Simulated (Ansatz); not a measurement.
Start from `BrC1C[SiH2]1` and change one element to get `ClC1C[SiH2]1`.

Ansatz, PBE0-D4/def2-TZVP geometries, multiplicity 1. 

Scalar relativity is left out up to krypton. Spin–orbit coupling is left out; it splits and shifts lone-pair levels of the heavy atoms by tenths of an eV.

```tsv
property	`BrC1C[SiH2]1`
ideal-gas entropy at 298 K and 1 bar (rigid rotor, harmonic PBE0-D4/def2-TZVP) / J/(mol·K)	317
LUMO energy (B3LYP/def2-TZVPP) / eV	-0.73
LUMO energy (ωB97M-V/def2-TZVPP) / eV	1.31
HOMO energy (PBE/def2-TZVPP) / eV	-5.82
HOMO energy (ωB97M-V/def2-TZVPP) / eV	-9.09
HOMO–LUMO gap (PBE0/def2-TZVPP) / eV	6.44
```

Problem. Give the same properties after the change, and the shifts. (An estimate is asked.)

Solution. Computed: 
```tsv
property	`ClC1C[SiH2]1`	shift
ideal-gas entropy at 298 K and 1 bar (rigid rotor, harmonic PBE0-D4/def2-TZVP) / J/(mol·K)	305	-12
LUMO energy (B3LYP/def2-TZVPP) / eV	-0.46	0.27
LUMO energy (ωB97M-V/def2-TZVPP) / eV	1.48	0.17
HOMO energy (PBE/def2-TZVPP) / eV	-5.85	-0.03
HOMO energy (ωB97M-V/def2-TZVPP) / eV	-9.15	-0.06
HOMO–LUMO gap (PBE0/def2-TZVPP) / eV	6.77	0.33
```

With PBE0 the HOMO falls by 0.05 eV and the LUMO rises by 0.27 eV, so the gap widens by about 0.32 eV. PBE moves the HOMO by -0.03 eV and ωB97M-V by -0.06 eV.

Positive LUMOs are unbound, so they and the gaps depend on the basis.

B3LYP here is the variant with VWN-RPA as its local correlation; programs differ in this.
